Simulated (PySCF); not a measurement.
**Deuteron quadrupole couplings in `CC[C@@H]1C[C@]12[C@H](F)[C@]2(C)F`**

C8H12F2.
Cartesian coordinates in Å at the GFN2-xTB level; atoms count from 1:
```xyz
22
C8H12F2 angstrom
C     -2.6824   -0.7770   -0.6420
C     -2.1356    0.2643    0.3290
C     -0.7932   -0.1529    0.8838
C      0.1392    0.8721    1.4820
C      0.4595    0.2282    0.1814
C      0.8731    0.6757   -1.1701
F      0.0914    0.3780   -2.2461
C      1.6208   -0.4367   -0.4554
C      3.0392   -0.2425    0.0137
F      1.4163   -1.7128   -0.9222
H     -3.6459   -0.4608   -1.0339
H     -1.9992   -0.9114   -1.4760
H     -2.8091   -1.7350   -0.1422
H     -2.8351    0.3963    1.1593
H     -2.0342    1.2235   -0.1825
H     -0.7976   -1.1350    1.3444
H     -0.1682    1.9078    1.4645
H      0.7288    0.6036    2.3463
H      1.3612    1.6331   -1.3243
H      3.7287   -0.3805   -0.8169
H      3.2713   -0.9750    0.7844
H      3.1606    0.7563    0.4220
```

Level: PBE0/pcSseg-1 (PySCF, non-relativistic); Q(2H) = 0.00286 b; rigid geometry, the same for H and D, with no vibrational averaging.

Question: Rank these positions by the coupling χzz of a deuteron there, largest first.
A. H15 (methylene hydrogen)
B. H17 (methylene hydrogen)
C. H13 (methyl hydrogen)

Answer: B (221 kHz), C (212 kHz), A (204 kHz).

Q: What are Vzz, η and χzz (234.96 MHz × Q × Vzz) at all hydrogens?

A: 
| atom | bonded to | bond length (Å) | Vzz (au) | η | χzz (kHz) |
| --- | --- | --- | --- | --- | --- |
| H11 | C1 | 1.087 | 0.3174 | 0.02 | 213 |
| H12 | C1 | 1.086 | 0.3111 | 0.02 | 209 |
| H13 | C1 | 1.088 | 0.3147 | 0.03 | 212 |
| H14 | C2 | 1.094 | 0.3016 | 0.02 | 203 |
| H15 | C2 | 1.092 | 0.3030 | 0.03 | 204 |
| H16 | C3 | 1.085 | 0.3173 | 0.08 | 213 |
| H17 | C4 | 1.080 | 0.3289 | 0.07 | 221 |
| H18 | C4 | 1.080 | 0.3304 | 0.07 | 222 |
| H19 | C6 | 1.086 | 0.3098 | 0.12 | 208 |
| H20 | C9 | 1.088 | 0.3114 | 0.02 | 209 |
| H21 | C9 | 1.088 | 0.3120 | 0.02 | 210 |
| H22 | C9 | 1.086 | 0.3158 | 0.03 | 212 |

Q: How does χzz go with the bond length over the 12 C–H bonds?

A: A straight-line fit has a slope of -14.0 kHz for each 0.01 Å, with a correlation coefficient of -0.94, over lengths from 1.080 to 1.094 Å. The longer bonds have the smaller couplings here.

The structure is a single GFN2-xTB conformer in the gas phase; no vibrational or solvent corrections. GFN2-xTB bond lengths can be off by several hundredths of an ångström, more for odd bonds, and the gradients follow them. With so small a basis the couplings can be 20 % off.

These values come from a run that also computed NMR shieldings. Hardware: one thread, AMD EPYC 9R45 (x86_64), on a shared host. Cost: 24 s, 1.1 GiB resident at most.
